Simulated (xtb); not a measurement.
WO3, SMILES [O]=[W](=[O])=[O], multiplicity 1. All values are semi-empirical tight-binding results from xtb (GFN2-xTB unless named), good for trends rather than for accurate numbers. Geometry: GFN2-xTB. The spin state was assumed, not searched. The isomer is the one that the SMILES or the coordinates give; other isomers of the formula were not compared.

Optimised geometry:

Bonds (Å): W1–O2 1.734, W1–O3 1.734, W1–O4 1.734. Angles (°): O2–W1–O3 116.3, O2–W1–O4 116.3, O3–W1–O4 116.3.

For metal compounds this method's bond lengths and energies can be far off.

Q: Estimate the properties. (Estimate from the structure and the level; the computed values follow.)

A: 
```json
{
  "point_group_as_xtb_finds_it": "C3v",
  "orbital_gap": "1.74 eV",
  "zero_point_energy": "3.7 kcal/mol",
  "G − E(el) at 298.15 K (modified RRHO)": "-14.5 kcal/mol"
}
```

Computed atomic charges and the Wiberg bond orders between heavy atoms:
charges (e) W1 1.57, O2 -0.52, O3 -0.52, O4 -0.52. Bond orders W1–O2 1.89, W1–O3 1.89, W1–O4 1.89.
